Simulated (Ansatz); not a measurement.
[InH4]- (InH₄⁻). Charge -1, multiplicity 1. Geometry PBE-D4/def2-TZVPD, basis def2-TZVPD, Ansatz.

```xyz
5

In    0.0000    0.0000    0.0000
H     1.1702    0.5584   -1.2404
H    -1.5666   -0.3783   -0.7890
H    -0.2401    1.2909    1.2229
H     0.6365   -1.4711    0.8065
```

```tsv
run	HOMO (eV)	LUMO (eV)
A	-3.67	3.96
B	-1.91	3.35
C	-5.13	4.59
D	-2.31	3.60
E	-1.28	3.18
F	-1.46	3.94
```

In the def2 sets In takes a core potential; there is no spin–orbit coupling. HSE06 is defined as in plane-wave codes, on full-range PBE exchange.

Task: The runs used CAM-B3LYP, HF, HSE06, LDA (SPW92), PBE0, r2SCAN. Estimate which is which.

Result: A CAM-B3LYP (range-separated); B HSE06 (range-separated); C HF (100 % exact exchange); D PBE0 (25 % exact exchange); E LDA (SPW92) (0 % exact exchange); F r2SCAN (0 % exact exchange). Exact exchange lowers occupied and raises empty levels; among semilocal functionals meta-GGAs tend to open the gap a little, and such runs are hard to tell apart. The gap grows from 4.45 eV (LDA (SPW92)) to 9.72 eV (HF).
